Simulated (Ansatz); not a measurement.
A trace of molecular dynamics of CH₈ClMgNSi (13 atoms, charge 0, multiplicity 1).

All numbers below come from Ansatz, UKS B3LYP/6-31G.

```json
{
  "ensemble": "NVE (velocity Verlet)",
  "starting velocities drawn for": "100 K",
  "seed": "712965"
}
```

```
time (fs)  T (K)  potential energy less start (eV)  conserved less start (meV/atom)
      0.0    100                             0.000                             0.00
      2.5    284                            -0.262                             0.01
      5.0    610                            -0.740                            -1.16
      7.5    419                            -0.462                            -0.68
     10.0    574                            -0.676                            -0.12
     12.5    337                            -0.337                             0.01
     15.0    633                            -0.758                             0.00
     17.5    855                            -1.087                            -1.02
     20.0   1062                            -1.384                            -1.26
     22.5    739                            -0.909                            -0.04
     25.0    621                            -0.739                             0.13
     27.5   1191                            -1.568                            -1.21
     30.0    786                            -0.977                            -0.09
     32.5    958                            -1.223                            -0.25
     35.0    586                            -0.689                             0.15
     37.5   1104                            -1.439                            -0.87
     40.0    545                            -0.620                             0.94
     42.5    974                            -1.248                            -0.45
     45.0    529                            -0.608                             0.15
     47.5   1033                            -1.335                            -0.61
     50.0    571                            -0.654                             1.15
     52.5   1112                            -1.448                            -0.66
     55.0    635                            -0.758                             0.16
     57.5   1100                            -1.426                            -0.36
     60.0    820                            -1.016                             0.62
     62.5   1390                            -1.847                            -1.00
```

Problem. Can this run be trusted? Judge the integration.

Solution. The conserved energy stayed within 1.5 meV per atom of its start (net change 0.013 meV per atom), so the integration is sound. The system heated up, since it started high on the potential surface and ran downhill. The run was cut off by its time limit. A run of 0.064 ps of so small a system gives no equilibrium averages. The orbitals stay closed-shell, which can raise the energy where a bond breaks towards radicals; this wasn't checked here. Limits of this set-up: no polarisation functions. The time step was 0.5 fs.

Time of the run: 36 min on 2 CPU threads of a shared host.
